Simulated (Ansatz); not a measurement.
Cost and result up the ladder for the cluster Zr4O8 (the lowest singlet isomer of a short search) (12 atoms). The state is a singlet with charge 0. Geometry: PBE-D4/def2-SVP.

Cartesian coordinates in Å:
```
Zr -2.2838 -0.5898 -1.2636
Zr 2.2023 0.6630 0.5899
Zr -0.8435 1.3144 0.4030
Zr 0.1521 -1.6050 -0.0334
O -0.2987 0.0754 -1.1840
O 0.3718 -0.0827 1.4015
O 3.4273 0.8886 1.8594
O 0.8312 2.2420 0.2074
O -2.4349 1.3854 -0.8634
O -1.1853 -2.2792 -1.4120
O 2.0228 -1.2521 -0.3143
O -1.9613 -0.7600 0.6096
```

Ansatz on 4 threads of Arm Neoverse V1 on a shared host. Times are rough, and most runs start from the orbitals of an earlier one. No level here is sound enough to serve as a yardstick. Binding counts from free atoms at the same level (Zr triplet, O triplet; other spins of the atoms weren't run), without zero-point energy or a counterpoise term.

In the def2 sets Zr takes a core potential; there is no spin–orbit coupling. Correlated methods freeze 8 core orbitals; core or outer-core shells of Zr are correlated, in sets that lack core-valence functions. The rows differ in basis, and correlated rows in double-zeta sets carry the largest basis error. The structure comes from a short search, and lower isomers may exist.

Correlated methods converge slowly with the basis, most of all in double-zeta sets.

```tsv
level	functions	wall time	binding energy per atom (eV)	remarks
MP2/def2-SVP	236	11 s	6.41	–
PBE0-D4/def2-SVP	236	13 s	6.27	–
PBE0-D4/def2-TZVP	408	37 s	6.15	–
PBE-QIDH/def2-TZVP (with forces)	408	3.1 min	6.16	test for broken spin undecided
```
